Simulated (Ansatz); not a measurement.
Zr2P2⁻. The state is a doublet with charge -1. Geometry PBE-D4/def2-SVP, that of the neutral singlet; atoms count from 1.

```xyz
4

Zr    0.903   -0.945    0.592
Zr   -1.004    0.209   -1.003
P    -1.214   -0.109    1.372
P     1.315    0.845   -0.961
```

In the def2 sets Zr takes a core potential; there is no spin–orbit coupling. The charge -1 doublet is spin-contaminated (final ⟨S²⟩ up to 1.23, 0.75 for a pure state). The structure comes from a short search, and lower isomers may exist.

(1) Estimate the Mulliken populations from the PBE0/def2-TZVPD orbitals of Ansatz.

(2) Where does the spin sit?

(3) And the Mayer bond orders between bonded heavy atoms (over 0.3)?

Results:

(1) 
| atom | charge (e) | spin (α − β) | d electrons |
| --- | --- | --- | --- |
| Zr1 | -0.01 | 1.27 | 2.70 |
| Zr2 | 0.01 | -0.07 | 2.62 |
| P3 | -0.50 | -0.10 | – |
| P4 | -0.50 | -0.10 | – |
Mulliken values and Mayer orders depend strongly on the basis. With diffuse functions, as here, like atoms can get unlike values, and bond orders can come out too low or too high.

(2) Summed by element: Zr 1.21, P -0.21, of 1 unpaired in all. Largest on single atoms: Zr1 1.27, P4 -0.10, P3 -0.10.

(3) Zr1–Zr2 1.98 (2.74 Å); Zr1–P3 1.43 (2.41 Å); Zr1–P4 1.43 (2.41 Å); Zr2–P3 1.48 (2.41 Å); Zr2–P4 1.48 (2.41 Å).
